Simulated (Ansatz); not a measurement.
Species: C4H5SSi (charge 0, doublet). SMILES: [SiH3]c1[c]ccs1
Coordinates optimised at B3LYP-D3(BJ)/def2-TZVP (Ansatz, a quantum-chemistry and plane-wave program):
```
C
C 1 1.3487
C 2 1.4075 1 119.45
C 3 1.3690 2 109.20 1 0.00
H 4 1.0788 3 127.86 2 179.97
H 3 1.0788 4 124.84 5 -0.01
S 4 1.7196 5 120.00 3 179.95
Si 1 1.8575 2 129.88 3 179.85
H 8 1.4778 1 107.84 2 1.76
H 8 1.4809 9 109.96 1 -120.47
H 8 1.4810 9 109.88 10 -118.96
```
Charge 0, spin multiplicity 2.

Quantity: enthalpy of formation at 298 K, in kcal/mol. Terms: no dispersion term unless named; 6-311+G** with 5d, 6d on Na to Ar in Ansatz; six Cartesian d functions in 6-31G* and its kin unless marked 5d; UHF or UKS for open shells; LANL2DZ with its own core potentials from Na on; spin-orbit terms left out; non-relativistic. Ab initio and DFT rows: single points at B3LYP-D3(BJ) geometries (Ansatz), with unscaled harmonic terms from B3LYP/6-31G* (Ansatz) at its own minima, enthalpies of formation by atomisation with measured atoms.

```json
[
 {"level": "B3LYP/STO-3G", "program": "Ansatz", "enthalpy of formation at 298 K (kcal/mol)": "-113.1"},
 {"level": "B3LYP/3-21G", "program": "Ansatz", "enthalpy of formation at 298 K (kcal/mol)": "165.0"},
 {"level": "B3LYP/LANL2DZ", "program": "Ansatz", "enthalpy of formation at 298 K (kcal/mol)": "179.0"},
 {"level": "B3LYP/6-31G", "program": "Ansatz", "enthalpy of formation at 298 K (kcal/mol)": "177.0"},
 {"level": "B3LYP/6-31G*", "program": "Ansatz", "enthalpy of formation at 298 K (kcal/mol)": "116.2"},
 {"level": "B3LYP/6-31+G*", "program": "Ansatz", "enthalpy of formation at 298 K (kcal/mol)": "124.8"},
 {"level": "B3LYP/6-31G**", "program": "Ansatz", "enthalpy of formation at 298 K (kcal/mol)": "112.1"},
 {"level": "B3LYP/def2-SVP", "program": "Ansatz", "enthalpy of formation at 298 K (kcal/mol)": "103.6"},
 {"level": "B3LYP/cc-pVDZ", "program": "Ansatz", "enthalpy of formation at 298 K (kcal/mol)": "130.3"},
 {"level": "B3LYP/6-311+G**", "program": "Ansatz", "enthalpy of formation at 298 K (kcal/mol)": "122.6"},
 {"level": "B3LYP/def2-TZVPD", "program": "Ansatz", "enthalpy of formation at 298 K (kcal/mol)": "108.1"}
]
```

No value to compare with is used here. The 10 habitual levels span -113.1 (B3LYP/STO-3G) to 179.0 kcal/mol (B3LYP/LANL2DZ); B3LYP/def2-TZVPD gives 108.1.

The sets are all those run for this method; left out are runs that failed, that the program found above a lower state of the same kind, or whose <S^2> lies over 0.5 above the pure value.
